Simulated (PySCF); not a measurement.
# Telling isomers of C7H15NSi apart by NMR

Non-relativistic, averaged over atoms made equivalent by symmetry, fast rotation or ring inversion, one computed conformer, no solvent model. σ from GIAO-PBE0/pcSseg-1; GFN2-xTB geometry; PySCF.

Shifts are taken against calculated references (same method and geometry level): TMS for $^{1}$H and $^{13}$C. Where no couplings were computed, multiplicities follow the n + 1 count of equivalent neighbours, and m marks all less simple cases (inequivalent or close neighbours, rings, F or P nearby). Shifts are as computed. Against solution values, carbons near 30 ppm lie about +3 ppm off and those near 130 ppm about +5 ppm. Of 1211 compounds with measured shifts, 218 miss one by over three times the rms of a fit or turn the order of signals round; such compounds aren't used in these exercises.

(1) Tabulate the signals of `C=CC(=C)C[SiH2]N(C)C`, `C=C([SiH3])/C=N/C(C)(C)C`, `C=C[C@@]1(N(C)C)[SiH2][C@@H]1C` and their relative energies.

(2) What is the quickest way to tell C=CC(=C)C[SiH2]N(C)C from C=C[C@@]1(N(C)C)[SiH2][C@@H]1C?

(3) What is the quickest way to tell C=CC(=C)C[SiH2]N(C)C from C=C([SiH3])/C=N/C(C)(C)C?

(4) What is the quickest way to tell C=C([SiH3])/C=N/C(C)(C)C from C=C[C@@]1(N(C)C)[SiH2][C@@H]1C?

Answers

(1) 
```tsv
SMILES	carbon types	δC	δH	E rel. (kcal/mol)
C=CC(=C)C[SiH2]N(C)C	1×C 1×CH 3×CH2 2×CH3	149.1, 146.9, 124.7, 121.3, 41.0, 19.7	6.60 (m, 1H), 5.45 (m, 1H), 5.41 (m, 1H), 5.32 (m, 1H), 5.32 (m, 1H), 4.64 (t, 2H), 2.57 (s, 6H), 2.22 (t, 2H)	0.0
C=C([SiH3])/C=N/C(C)(C)C	2×C 1×CH 1×CH2 3×CH3	170.3, 157.6, 142.7, 56.3, 32.5	8.46 (s, 1H), 6.67 (m, 1H), 6.52 (m, 1H), 4.13 (s, 3H), 1.32 (s, 9H)	3.0
C=C[C@@]1(N(C)C)[SiH2][C@@H]1C	1×C 2×CH 1×CH2 3×CH3	147.9, 110.2, 60.5, 47.2, 30.6, 13.5	7.11 (m, 1H), 4.90 (m, 1H), 4.58 (m, 1H), 2.85 (m, 1H), 2.48 (s, 6H), 2.48 (m, 1H), 1.89 (m, 1H), 1.70 (d, 3H)	31.9
```

Energies are electronic energies at PBE0/pcSseg-1 on these geometries, without zero-point or thermal terms, each for the one conformer computed, which needn't be the lowest.

(2) Both give the same number of carbon signals, but DEPT or the intensities differ. The first has a fully substituted alkene carbon (C) at 149.1 ppm, the second a three-membered-ring carbon (C) at 60.5 ppm. Their most deshielded carbons lie at 149.1 and 147.9 ppm. In the proton spectra the most deshielded non-exchanging signals are 6.60 (m, 1H) and 7.11 (m, 1H).

(3) Count the carbon signals: 6 against 5. The first has an allylic sp3 CH2 bonded to Si at 19.7 ppm, the second a fully substituted sp3 carbon bonded to N (C) at 56.3 ppm. Their most deshielded carbons lie at 149.1 and 170.3 ppm. In the proton spectra the most deshielded non-exchanging signals are 6.60 (m, 1H) and 8.46 (s, 1H).

(4) Count the carbon signals: 5 against 6. The first has a fully substituted alkene carbon (C) at 157.6 ppm, the second a three-membered-ring carbon (CH) at 30.6 ppm. Their most deshielded carbons lie at 170.3 and 147.9 ppm. In the proton spectra the most deshielded non-exchanging signals are 8.46 (s, 1H) and 7.11 (m, 1H).
